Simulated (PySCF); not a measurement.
# How the method moves the HOMO and LUMO of `CCC[SiH2]OC`

Compound: C4H12OSi.
Z-matrix (Å and degrees, PBE0-D3(BJ)/def2-SVP geometry), rows numbered from 1:
```
C 
C   1  1.5210
C   2  1.5285  1  113.34
Si  3  1.8681  2  114.12  1  -177.97
O   4  1.6696  3  106.40  2    58.85
C   5  1.3979  4  124.28  3  -176.96
H   1  1.1011  2  111.61  3  -179.89
H   1  1.1020  2  111.09  3    59.97
H   1  1.1021  2  111.25  3   -59.59
H   2  1.1044  1  109.49  3   122.41
H   2  1.1030  1  109.75  3  -122.04
H   3  1.1049  2  110.35  1   -57.07
H   3  1.1057  2  110.70  1    59.82
H   4  1.5014  3  111.63  2   -60.57
H   4  1.5000  3  111.36  2   179.02
H   6  1.1065  5  112.12  4    60.16
H   6  1.1011  5  108.92  4   179.40
H   6  1.1064  5  112.18  4   -61.37
```

Basis pcSseg-1 throughout (PySCF), one geometry. Geometry: PBE0-D3(BJ)/def2-SVP, one conformer, isolated molecule.

**Question.** How do the orbital energies, the gap and the dipole change with the method?

**Answer.** 
```csv
method,kind,HOMO (eV),LUMO (eV),gap (eV),μ (D),SCF cycles
BLYP,GGA,-6.26,0.21,6.47,0.34,15
OPBE,GGA,-6.33,0.36,6.69,0.28,14
PBE,GGA,-6.35,0.07,6.42,0.30,15
B97-D,GGA,-6.41,0.27,6.67,0.34,15
LDA,LDA,-6.44,-0.23,6.21,0.35,14
BP86,GGA,-6.47,0.04,6.51,0.32,15
KT2,GGA,-6.48,-0.11,6.36,0.31,16
KT3,GGA,-6.51,0.07,6.58,0.30,15
B97-2,global hybrid,-7.64,0.99,8.63,0.40,12
B3LYP,global hybrid,-7.66,0.73,8.39,0.42,13
PBE0,global hybrid,-7.89,0.95,8.85,0.40,12
mPW1PW91,global hybrid,-7.94,0.99,8.93,0.42,12
CAM-B3LYP,range-separated hybrid,-9.32,1.95,11.28,0.49,12
BHandHLYP,global hybrid,-9.37,1.82,11.20,0.52,12
wB97X-D,range-separated hybrid,-9.82,2.75,12.57,0.46,12
LC-wPBE,range-separated hybrid,-10.66,3.20,13.86,0.51,12
HF,Hartree–Fock,-11.54,4.10,15.64,0.62,10
```

The HOMO spans 5.28 eV, from BLYP down to HF, and the gap runs from 6.21 eV (LDA) to 15.64 eV (HF). Over the methods BLYP (0 %), OPBE (0 %), PBE (0 %), B97-D (0 %), LDA (0 %), BP86 (0 %), KT2 (0 %), KT3 (0 %), B97-2 (21 %), B3LYP (20 %), PBE0 (25 %), mPW1PW91 (25 %), BHandHLYP (50 %), HF (100 %), a straight line through the gap against the share of exact exchange rises by 0.92 eV for each 10 % (correlation coefficient 0.999). The dipole ranges from 0.28 D (OPBE) to 0.62 D (HF). This basis has no diffuse functions.

The vertical ΔSCF ionisation energy at CAM-B3LYP/def2-SVPD is 10.22 eV; −ε(HOMO) comes closest to it with wB97X-D (9.82 eV).
